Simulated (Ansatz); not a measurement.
H₅NSSi₂Zn (`N1[SiH2][S][Zn][SiH2]1`) at its PBE0-D4/def2-TZVP geometry, where that method's forces vanish. Charge 0, multiplicity 1.

| atom | x (Å) | y (Å) | z (Å) |
| --- | --- | --- | --- |
| N1 | 0.5813 | -0.2465 | -0.3256 |
| Si2 | -0.5676 | 0.7976 | -1.1297 |
| S3 | -2.4164 | 1.0535 | -0.0838 |
| Zn4 | -1.4882 | -0.0311 | 1.5887 |
| Si5 | 0.6836 | -0.8447 | 1.3095 |
| H6 | 1.3177 | -0.5443 | -0.9555 |
| H7 | 0.0245 | 2.1456 | -1.3467 |
| H8 | -0.8444 | 0.2091 | -2.4675 |
| H9 | 0.9195 | -2.3151 | 1.3173 |
| H10 | 1.7900 | -0.2242 | 2.0932 |

Q: For each bond, give half the difference of the two atoms' forces along it (eV/Å; positive pushes the atoms apart) under PBE-D4, r2SCAN-D4, B3LYP-D4, ωB97M-V in def2-TZVPP. (Estimate.)

A: Ansatz gave: 
```json
{"bond": "N1–Si2", "length (Å)": "1.748", "PBE-D4": "0.09", "r2SCAN-D4": "0.03", "B3LYP-D4": "0.10", "ωB97M-V": "0.08"}
{"bond": "N1–Si5", "length (Å)": "1.744", "PBE-D4": "0.06", "r2SCAN-D4": "0.02", "B3LYP-D4": "0.09", "ωB97M-V": "0.12"}
{"bond": "N1–H6", "length (Å)": "1.014", "PBE-D4": "0.19", "r2SCAN-D4": "0.04", "B3LYP-D4": "-0.04", "ωB97M-V": "-0.05"}
{"bond": "Si2–S3", "length (Å)": "2.140", "PBE-D4": "0.10", "r2SCAN-D4": "0.03", "B3LYP-D4": "0.19", "ωB97M-V": "0.07"}
{"bond": "Si2–H7", "length (Å)": "1.488", "PBE-D4": "0.05", "r2SCAN-D4": "-0.03", "B3LYP-D4": "-0.15", "ωB97M-V": "-0.16"}
{"bond": "Si2–H8", "length (Å)": "1.488", "PBE-D4": "0.07", "r2SCAN-D4": "-0.03", "B3LYP-D4": "-0.16", "ωB97M-V": "-0.16"}
{"bond": "S3–Zn4", "length (Å)": "2.199", "PBE-D4": "0.13", "r2SCAN-D4": "-0.06", "B3LYP-D4": "0.20", "ωB97M-V": "0.00"}
{"bond": "Zn4–Si5", "length (Å)": "2.336", "PBE-D4": "-0.06", "r2SCAN-D4": "-0.08", "B3LYP-D4": "0.12", "ωB97M-V": "-0.03"}
{"bond": "Si5–H9", "length (Å)": "1.489", "PBE-D4": "0.06", "r2SCAN-D4": "-0.01", "B3LYP-D4": "-0.12", "ωB97M-V": "-0.13"}
{"bond": "Si5–H10", "length (Å)": "1.491", "PBE-D4": "0.06", "r2SCAN-D4": "0.00", "B3LYP-D4": "-0.12", "ωB97M-V": "-0.13"}
```

B3LYP here is the variant with VWN-RPA as its local correlation; programs differ in this.
